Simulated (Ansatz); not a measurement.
CH$_{4}$OZn, charge -1, doublet, at a GFN2-xTB geometry of the parent state (such geometries of metal compounds can be far from the true shape) (a state made from the parent by changing its charge; the spin is typed, not shown lowest) (a gas-phase anion, which may not be bound at this level); Ansatz (a first-principles code) with PBE/STO-3G.

Input for Ansatz:
Ansatz 0.2 input:
```yaml
crystal:
  periodic: [false, false, false]
  atoms:
    - {symbol: Zn, position_ang: [-0.01725634, 0.01469602, 0.17610893]}
    - {symbol: C, position_ang: [-0.16999058, 1.58529776, -1.03868649]}
    - {symbol: H, position_ang: [-0.89438198, 2.31293583, -0.69757834]}
    - {symbol: H, position_ang: [-0.47857034, 1.23277719, -2.01677520]}
    - {symbol: H, position_ang: [0.78322230, 2.08823604, -1.14561464]}
    - {symbol: O, position_ang: [0.23277667, -1.66790958, 0.45013089]}
    - {symbol: H, position_ang: [0.26515014, -2.24333970, 1.20777220]}
basis:
  gaussian:
    orbitals: STO-3G
hamiltonian:
  xc: pbe
total_charge: -1
magnetization: {spin_polarized: false, initial_magnetization: 1}
```

What the program printed (banner, timings and long lists left out):

```
Functional definition: PBE
352 factors; integrals over basis functions are off by at most 6.2e-4 eV
mean field evaluation 1: about -50003.4864 eV, gradient 2.5e2 eV
mean field evaluation 2: about -50003.0044 eV, gradient 2.5e2 eV
mean field evaluation 4: about -50107.4748 eV, gradient 1.9e2 eV
mean field evaluation 8: about -50477.7348 eV, gradient 8.6e1 eV
mean field evaluation 16: about -50943.9877 eV, gradient 2.2e0 eV
mean field evaluation 32: about -50944.2894 eV, gradient 7.2e-2 eV
mean field evaluation 64: about -50873.4448 eV, gradient 1.2e2 eV
mean field evaluation 96: about -50944.2759 eV, gradient 1.6e0 eV
mean field evaluation 128: about -50940.4294 eV, gradient 1.2e1 eV
mean field evaluation 160: about -50930.0634 eV, gradient 4.6e1 eV
mean field evaluation 192: about -50934.3776 eV, gradient 4.0e1 eV
mean field evaluation 224: about -50942.2046 eV, gradient 2.2e1 eV
mean field evaluation 256: about -50943.8759 eV, gradient 1.9e0 eV
mean field evaluation 288: about -50789.6441 eV, gradient 1.7e2 eV
mean field -50944.28886571 eV, -1872.1680845356 hartree, gradient 3.7e-6 eV, S^2 0.750000; 14 other end points of the search recorded, 0 dependent functions left out
reference -50944.28888626 eV, -1872.1680852907 hartree; 25, 24 occupied and 7, 8 virtual orbitals, 352 factors
Total energy: -50944.28888626 eV, -1872.1680852907 hartree
```
